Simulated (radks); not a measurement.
Coulomb parameter of the 5d shell of the hafnium ion Hf+ in the model configuration [Xe] 4f14 5d1.5 6s1.5, as a second difference U = [E(n + 0.25) + E(n - 0.25) - 2 E(n)] / (0.25)^2 with all orbitals relaxed. "Bare": the charge of the atom changes with n. "Screened": the 6s shell takes up the change at fixed total charge, which measures U(5d,5d) + U(6s,6s) - 2 U(5d,6s). All-electron calculation, scalar-relativistic Kohn-Sham, PBEsol, spin-unpolarised, spherical densities, finite nucleus; Fermi nuclear charge, rms radius 5.347 fm. Program: a radial shooting solver on a logarithmic mesh with Libxc functionals.

case                      configuration  E - E(n) (eV)
start             [Xe] 4f14 5d1.5 6s1.5          0.000
bare +0.25       [Xe] 4f14 5d1.75 6s1.5         -2.224
bare -0.25       [Xe] 4f14 5d1.25 6s1.5          2.770
screened +0.25  [Xe] 4f14 5d1.75 6s1.25          0.386
screened -0.25  [Xe] 4f14 5d1.25 6s1.75         -0.349

U(bare) = 8.741 eV, U(screened by 6s) = 0.594 eV, against the Slater integral F0(5d,5d) = 11.179 eV with frozen orbitals.
